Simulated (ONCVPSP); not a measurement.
# Plane-wave convergence, ONCV potential for Ga

ONCVPSP 4.0.1 input, shortened (lines: element, Z, core and valence counts, functional; n l f; lmax; l rc ep ncon nbas qcut; lloc lpopt rc5 dvloc0; l nproj debl; icmod fcfact rcfact), PBEsol, scalar-relativistic:

```
  Ga 31.00    3    5  -116133      upf
    1    0    2.00
    2    0    2.00
    2    1    6.00
    3    0    2.00
    3    1    6.00
    3    2   10.00
    4    0    2.00
    4    1    1.00
    2
    0    0.90    0.00    4    8   15.80
    1    1.00    0.00    4    8   13.90
    2    1.25    0.00    4    9   15.30
    4    5    0.85    0.00
    0    2    2.20
    1    2    1.10
    2    2    3.00
    1    0.65    0.00
```

Task: For each optimised wave give the share of its norm inside rc, the residual kinetic energy above qcut (Ha) and the cutoffs (Ha) for errors of 10, 1, 0.1 and 0.01 mHa per electron.

Result:

```csv
wave,norm inside rc,residual KE,10 mHa,1 mHa,0.1 mHa,0.01 mHa
3s,0.855,1.3e-07,65.0,81.9,95.7,106.8
4s,0.032,3.9e-08,47.0,68.9,86.4,100.0
3p,0.877,3.2e-08,45.2,57.6,68.5,78.1
4p,0.016,1.1e-08,27.1,41.0,53.3,64.0
3d,0.856,2.6e-08,67.9,80.4,90.9,99.3
d projector 2,0.071,3.8e-08,62.6,78.0,90.4,100.1
```

The occupied waves need 82 Ha and 96 Ha for 1 and 0.1 mHa. 1 of 4 tests not solved or not reliable.
